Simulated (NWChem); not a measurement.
Species: InH3SO2; SMILES [OH][In]([OH])[SH]

```xyz
7

In    -0.0063    -0.2741    -0.0009
O      1.5330    -1.5406     0.0000
H      2.3846    -1.0885    -0.0004
O     -1.8186    -1.0954    -0.0007
H     -1.7632    -2.0587    -0.0002
S      0.1808     2.1072    -0.0021
H     -1.1638     2.2525    -0.0024
```
Atoms are numbered in this order, from 1.

Level: PBE0/def2-SVP with def2 effective core potentials on In (NWChem), optimised geometry, unscaled harmonic frequencies. def2 effective core potentials on In; no spin-orbit coupling.

| frequency (cm⁻¹) | IR intensity (km/mol) |
|---|---|
| 92 | 9.1 |
| 127 | 14.8 |
| 129 | 23.8 |
| 191 | 74.5 |
| 257 | 81.9 |
| 282 | 72.2 |
| 355 | 17.2 |
| 604 | 55.4 |
| 624 | 83.1 |
| 680 | 2.5 |
| 808 | 58.6 |
| 832 | 100.1 |
| 2711 | 1.6 |
| 3885 | 71.9 |
| 3896 | 60.5 |

| Quantity | Result |
|---|---|
| zero-point energy | 22.1 kcal/mol |
| thermal correction to the enthalpy at 298.15 K (with zero-point energy) | 27.3 kcal/mol |
| heat capacity Cv | 22.7 cal/(mol K) |
| entropy at 298.15 K and 1 atm (symmetry number 1) | 86.4 cal/(mol K) |

Rigid rotor and harmonic oscillator; modes under 100 cm⁻¹ make the entropy uncertain.
